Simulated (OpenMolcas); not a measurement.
**Ru VII: effect of the level shift or regulariser**

```json
{
 "Program": "OpenMolcas",
 "Basis": "ANO-RCC-VQZP [8s7p5d3f2g1h]",
 "Scalar Hamiltonian": "DKH2, point nucleus",
 "Active space": "2 electrons in 5 orbitals (4d)",
 "State averaging": "2S+1 = 3 even, 10 roots; 2S+1 = 1 even, 15 roots",
 "Spin-orbit coupling": "RASSI with atomic mean-field integrals over the reference wave functions, term energies averaged over their components"
}
```

Methods on the same reference wave functions:
A. CASSCF
B. SS-CASPT2, IPEA 0.25 Eh, imaginary shift 0.1 Eh (closed shells correlated: 4s 4p)
C. SS-CASPT2, IPEA 0.25 Eh, imaginary shift 0.3 Eh (closed shells correlated: 4s 4p)

Energies in cm-1 above 4d2 3F2.

```tsv
Level	A	B	C
4d2 3F2	0.0	0.0	0.0
4d2 3F3	2566	2630	2630
4d2 3F4	5447	5490	5490
4d2 1D2 [72 %]	16162	13430	13430
4d2 3P0	17114	14800	14800
4d2 3P1	18207	15950	15950
4d2 3P2 [73 %]	21009	18590	18590
4d2 1G4	24518	21730	21730
4d2 1S0	56507	48990	48990
```

Between B and C no level of the table moves by more than 5 cm-1.

From A to B the spin-free energies of the other terms of 4d2 shown, above 3F, scale by factors of 0.78 to 0.86, as is usual when dynamic correlation screens the repulsion within a d or f shell.

The lowest spin-free term lies below A's lowest term by 0.306 hartree in B, 0.306 hartree in C.

Term energies are means over components that CASPT2 splits; among the terms shown or strongly mixed into the levels shown the widest spread is 630 cm-1 (4d2 1G, B). Without dynamic correlation excited terms often stand tens of per cent too high (terms of higher spin than the ground term too low), and those without a measured partner can miss by more than the paired ones (holds for A). Levels of configurations outside the active space are missing.

A share in square brackets marks a mixed level and gives the weight of the term that names it, the lowest over the columns.
